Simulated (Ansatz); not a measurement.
One geometry of SbH2Et (C₂H₇Sb), several levels of theory.

```yaml
crystal:
  periodic: [false, false, false]
  atoms:
    - {symbol: C, position_ang: [0.321154, -0.434069, -0.242546]}
    - {symbol: C, position_ang: [-1.064307, -0.768848, 0.282756]}
    - {symbol: Sb, position_ang: [1.164060, 1.352611, 0.704543]}
    - {symbol: H, position_ang: [2.405179, 1.531939, -0.470677]}
    - {symbol: H, position_ang: [0.135276, 2.420921, -0.165266]}
    - {symbol: H, position_ang: [1.031863, -1.250955, -0.040562]}
    - {symbol: H, position_ang: [0.314267, -0.267162, -1.329093]}
    - {symbol: H, position_ang: [-1.453884, -1.691390, -0.178790]}
    - {symbol: H, position_ang: [-1.065634, -0.926198, 1.373498]}
    - {symbol: H, position_ang: [-1.787973, 0.033151, 0.066136]}
basis:
  gaussian: {orbitals: def2-TZVP, initial_orbitals: start.molden}
hamiltonian: {xc: pbe}
correlation: {method: rpa}
scf: {omitted_lower_state_checks: [starts]}
```

The file start.molden holds the orbitals of an earlier run on this structure, at another level or in another basis.

```sh
$ ansatz run in.yaml --threads 2 --pin off --events-out ev --progress --plain --max-ram 4352MiB
```

It prints (some lines left out):

```
Functional definition: PBE
1204 factors; integrals over basis functions are off by at most 1.3e-3 eV
mean field evaluation 1: about -8722.7935 eV, gradient 7.1e0 eV
mean field evaluation 2: about -8722.8682 eV, gradient 7.7e-2 eV
mean field evaluation 4: about -8722.8639 eV, gradient 8.2e-5 eV
mean field -8722.86385856 eV, -320.5593342327 hartree, gradient 7.7e-6 eV, S^2 0.000000; 0 other end points of the search recorded, 0 dependent functions left out
6 core orbitals not correlated: weight in the atoms' cores, before any rotation towards them, 1.000 or more for the frozen orbitals, at most 0.000 for the correlated occupied ones
reference -8681.47029346 eV, -319.0381487728 hartree; 15, 15 occupied and 133, 133 virtual orbitals, 1204 factors
Total energy: -8711.41144832 eV, -320.1384659190 hartree
Checks for a lower state left out: starts
```

Run time 4 s (2 threads of Arm Neoverse V2 on a shared host).

The first input with `hamiltonian: {xc: r2scan, dispersion: d4}`, `output: {orbitals: {seedname: orbitals}}` and without the key `correlation` (abridged; 3.7 s):

```
Functional definition: r2SCAN
mean field -8727.37777392 eV, -320.7252175624 hartree, gradient 2.0e-5 eV, S^2 0.000000
Total energy: -8727.42204882 eV, -320.7268446349 hartree
Checks for a lower state left out: starts
```

The first input with `hamiltonian: {xc: {name: B97M-V}}`, `output: {orbitals: {seedname: orbitals}}` and without the key `correlation` (abridged; 9 s):

```
Functional definition: B97M-V
mean field -8726.31087977 eV, -320.6860099257 hartree, gradient 1.2e-5 eV, S^2 0.000000
Total energy: -8726.31094457 eV, -320.6860123068 hartree
Checks for a lower state left out: starts
```

As the first input, with `gaussian: {orbitals: def2-SVP, initial_orbitals: start.molden}`, `hamiltonian: {xc: pbe0, dispersion: d4}`, `output: {orbitals: {seedname: orbitals}}` and without the key `correlation` (abridged; 1.1 s):

```
Functional definition: PBE0
mean field -8721.06737195 eV, -320.4933145675 hartree, gradient 2.4e-5 eV, S^2 0.000000
Total energy: -8721.22485184 eV, -320.4991018464 hartree
Checks for a lower state left out: starts
```

As the first input, with `hamiltonian: {xc: {name: B2PLYP}}` and without the key `correlation` (abridged; 4 s):

```
Functional definition: B2PLYP
mean field -8711.98370047 eV, -320.1594957975 hartree, gradient 8.1e-7 eV, S^2 0.000000
6 core orbitals not correlated: weight in the atoms' cores, before any rotation towards them, 1.000 or more for the frozen orbitals, at most 0.000 for the correlated occupied ones
second order -22.86537577 eV of doubles, -0.00000000 eV of singles
Total energy: -8718.15752612 eV, -320.3863797056 hartree
Checks for a lower state left out: starts
```

First input, but with `correlation: {method: ccsd_t}`, `output: {orbitals: {seedname: orbitals}}` and without the key `hamiltonian` (abridged; 40 s):

```
Functional definition: HF
mean field -8682.48807704 eV, -319.0755516296 hartree, gradient 1.9e-6 eV, S^2 0.000000
6 core orbitals not correlated: weight in the atoms' cores, before any rotation towards them, 1.000 or more for the frozen orbitals, at most 0.000 for the correlated occupied ones
second order -19.01524200 eV of doubles, -0.00000000 eV of singles
cycle   1  -19.26143875 eV  change   -2.5e-1 eV  update   1.0e-1
cycle   2  -19.79836286 eV  change   -5.4e-1 eV  update   2.9e-2
cycle   3  -19.86988770 eV  change   -7.2e-2 eV  update   1.4e-2
cycle   4  -19.86139986 eV  change    8.5e-3 eV  update   3.9e-3
cycle   5  -19.86162776 eV  change   -2.3e-4 eV  update   1.5e-3
cycle   6  -19.86139496 eV  change    2.3e-4 eV  update   4.5e-4
cycle   7  -19.86124543 eV  change    1.5e-4 eV  update   1.4e-4
cycle   8  -19.86127616 eV  change   -3.1e-5 eV  update   5.0e-5
cycle   9  -19.86128398 eV  change   -7.8e-6 eV  update   1.4e-5
perturbative correction -0.66155270 eV, -0.0243116132 hartree
Total energy: -8703.01091372 eV, -319.8297519666 hartree
Checks for a lower state left out: starts
```

As the first input, with `hamiltonian: {xc: pbe0, dispersion: d4}`, `output: {orbitals: {seedname: orbitals}}` and without the key `correlation` (abridged; 2.3 s):

```
Functional definition: PBE0
mean field -8723.65889555 eV, -320.5885513030 hartree, gradient 8.5e-6 eV, S^2 0.000000
Total energy: -8723.81638198 eV, -320.5943388228 hartree
Checks for a lower state left out: starts
```

Geometry: PBE0-D4/def2-SVP.

In the def2 sets Sb takes a core potential; there is no spin–orbit coupling. Correlated methods freeze 6 core orbitals; core or outer-core shells of Sb are correlated, in sets that lack core-valence functions. Another isomer (singlet) lies 0.25 eV lower at PBE0-D4/def2-TZVP; other spin states weren't run for this one.
